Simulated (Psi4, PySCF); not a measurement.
Input for PySCF:
```python
from pyscf import gto, scf, dft

mol = gto.M(
    atom='''
O     1.364314   -0.149536   -0.377770
S     0.202538   -0.006309    0.407834
F    -0.666917    1.265417   -0.235497
F    -0.905875   -1.121280   -0.153746
''',
    basis='sto-3g',
    charge=0,
    spin=0,
    verbose=4,
)

mf = dft.RKS(mol)
mf.xc = 'revpbe'
mf.grids.atom_grid = (99, 590)
mf.grids.prune = None
mf.kernel()
```

Write the same job for Psi4.

One answer among several that fit: 
```
memory 2 GB

molecule mol {
0 1
  O     1.364314   -0.149536   -0.377770
  S     0.202538   -0.006309    0.407834
  F    -0.666917    1.265417   -0.235497
  F    -0.905875   -1.121280   -0.153746
}

set basis sto-3g
set reference rks
set scf_type pk
set puream true
set d_convergence 1e-8
set dft_radial_points 99
set dft_spherical_points 590

energy('revpbe')
print_variables()
```

Both were run: PySCF gave -664.415035 Eh and Psi4 -664.415042 Eh, 0.007 mEh apart.
